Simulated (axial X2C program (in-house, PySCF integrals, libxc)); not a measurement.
**How the levels of YNC⁺ (d0 s1 p(π)0 orbitals) move with the bond length**

Computed with an in-house all-electron X2C program for linear molecules (integrals from PySCF): two-component X2C with atomic mean-field Coulomb and Gaunt terms, basis Y dyall-v3z, N dyall-v3z, C dyall-v3z (cores contracted in-house). Orbitals come from Hartree–Fock averaged over the configuration Y d0 s1 p(π)0; CI then distributes these electrons over the d, s, p(π) shells of Y.

At Y–N–C held linear, bonds 2.081 and 1.170 Å (the second held):

```json
{"Ω": "1/2", "energy (cm⁻¹)": "0", "g∥": "2.00", "configuration": "100% s1"}
{"Ω": "3/2", "energy (cm⁻¹)": "4165", "g∥": "2.00", "configuration": "100% d1"}
{"Ω": "5/2", "energy (cm⁻¹)": "4514", "g∥": "6.00", "configuration": "100% d1"}
{"Ω": "1/2", "energy (cm⁻¹)": "8131", "g∥": "0.00", "configuration": "100% d1"}
{"Ω": "3/2", "energy (cm⁻¹)": "8406", "g∥": "4.00", "configuration": "100% d1"}
{"Ω": "1/2", "energy (cm⁻¹)": "14466", "g∥": "2.00", "configuration": "100% d1"}
```

g∥ is the magnitude of 2⟨Lz + ge Sz⟩ for the +Ω component. The lowest 14 levels at most are listed.

At Y–N–C held linear, bonds 2.008 and 1.170 Å (the second held):

| Ω | energy (cm⁻¹) | g∥ | configuration |
| --- | --- | --- | --- |
| 1/2 | 0 | 2.00 | 100% s1 |
| 3/2 | 4818 | 2.00 | 100% d1 |
| 5/2 | 5157 | 6.00 | 100% d1 |
| 1/2 | 8918 | 0.00 | 100% d1 |
| 3/2 | 9190 | 4.00 | 100% d1 |
| 1/2 | 15611 | 2.00 | 100% d1 |

The lowest level lies 453 cm⁻¹ above the lowest at the first distance.

Task: How does the gap from the lowest to the fifth level change between the two distances?

Result: From 8406 to 9190 cm⁻¹, a factor of 1.09.

There is no dynamic correlation: spin–orbit spacings and, for f shells, spacings inside one term are the most reliable numbers, splittings between terms come out too wide, and energies between configurations are not reliable, so the lowest level need not be the ground state of the molecule. For d shells the ligand-field splittings (σ, π, δ) and their order can be off by a thousand cm⁻¹ or more. At most 6 roots were kept for each Ω > 0 (twice that for Ω = 0) within 3.2 eV of the lowest, so higher up levels can be missing between those listed; levels with Ω > 0 are doubly degenerate and listed once, Ω = 0 levels singly. Some active spinors are only partly of the character that their shell is named for, so the shell names and counts are nominal. States that fill the shells left empty in the average are placed too high. The molecule was held linear; bending was not examined.
